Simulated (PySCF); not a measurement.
These are TPSSh-D3(BJ)/def2-TZVP // TPSS-D3(BJ)/def2-SVP (PySCF) values and carry that method's errors. All species are isolated molecules in the gas phase. One relaxed conformer stands for a flexible species; it need not be the lowest. 

Reference species: [Mo(OH)2(NH2)4] (neutral, multiplicity 1).

- coordination number = 6
- HOMO–LUMO gap = 3.17 eV

Changed species: [Mo(OH)(NH2)5] (5 of 6 OH replaced by NH2; the reference has 4 of 6 OH replaced by NH2).

Problem. What does the change do to the coordination number and HOMO–LUMO gap?

Solution. the coordination number hardly moves; the HOMO–LUMO gap hardly moves.
